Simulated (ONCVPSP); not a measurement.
## How hard is this Ni (Z = 28) ONCV potential?

- Element: nickel (Ni)
- Generator: ONCVPSP 4.0.1
- Type: optimised norm-conserving Vanderbilt (ONCV)
- Functional: PBE
- Relativity: scalar-relativistic
- Frozen core: [Ne]
- Valence charge: 18
- Reference configuration: 3s2 3p6 3d8 4s2
- Partial waves: 3s+4s: rc 1.05 bohr, ncon 3, nbas 8, qcut 9.6 1/bohr, 2 projectors; 3p: rc 0.70 bohr, ncon 5, nbas 8, qcut 12.4 1/bohr, 2 projectors, debl 1.6 Ha; 3d: rc 1.65 bohr, ncon 3, nbas 7, qcut 7.7 1/bohr, 2 projectors, debl 4 Ha
- Local potential: polynomial inside 0.65 bohr (lpopt 1, dvloc0 3 Ha)
- Core correction: Teter function, fcfact 4.75, rcfact 1.25

In the p channel the program set the typed energies aside and used -2.623, 0.250 Ha.

**Question.** For each optimised wave give the share of its norm inside rc, the residual kinetic energy above qcut (Ha) and the cutoffs (Ha) for errors of 10, 1, 0.1 and 0.01 mHa per electron.

**Answer.**

```tsv
wave	norm inside rc	residual KE	10 mHa	1 mHa	0.1 mHa	0.01 mHa
3s	0.870	6.6e-05	27.9	37.1	44.3	183.0
4s	0.028	1.8e-05	9.6	31.1	40.3	49.9
3p	0.452	1.5e-03	46.5	82.2	243.9	325.4
p projector 2	0.033	4.0e-04	23.2	45.4	358.5	499.3
3d	0.874	4.2e-04	24.0	27.8	70.0	not reached
d projector 2	0.138	5.0e-03	27.7	64.1	120.8	not reached
```

The occupied waves need 82 Ha and 244 Ha for 1 and 0.1 mHa. Its largest configuration-test error is -789 meV.
